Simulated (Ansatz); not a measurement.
Consider the formal hydrolysis of the In–Cl bond: `[OH][In]([SH])[Cl]` + H₂O → `[OH][In]([OH])[SH]` + HCl.

Program: Ansatz. Geometries: PBE0-D4/def2-TZVP. ΔE: electronic, gas phase. CCSD(T)/CBS is the MP2 limit (def2-TZVPP, def2-QZVPP) plus CCSD(T) − MP2 in def2-TZVPP, frozen cores. This one scheme is used for every species. def2 core potentials past Kr. For In outer-core shells are correlated without core-valence functions, which leaves a few kJ/mol of doubt a bond. One conformer a species, not always the lowest.

| species | CCSD(T)/CBS(def2) energy (Eh) |
| --- | --- |
| `[OH][In]([SH])[Cl]` | -1123.85063 |
| H₂O | -76.37941 |
| `[OH][In]([OH])[SH]` | -739.81423 |
| HCl | -460.38127 |

**Question.** Work out ΔE.

**Answer.** ΔE = (-739.81423) + (-460.38127) − (-1123.85063) − (-76.37941) = 0.03454 Eh = +90.7 kJ/mol.

Largest T1 diagnostic among the species: 0.016.

From PBE to PBE0 (25 % exact exchange), in def2-TZVPP and without D4, ΔE moves by +8.6 kJ/mol. In def2-TZVPP, CCSD(T) changes the Hartree–Fock value by −18.5 kJ/mol (the triples alone add −2.1 kJ/mol) and MP2 by −16.6 kJ/mol.
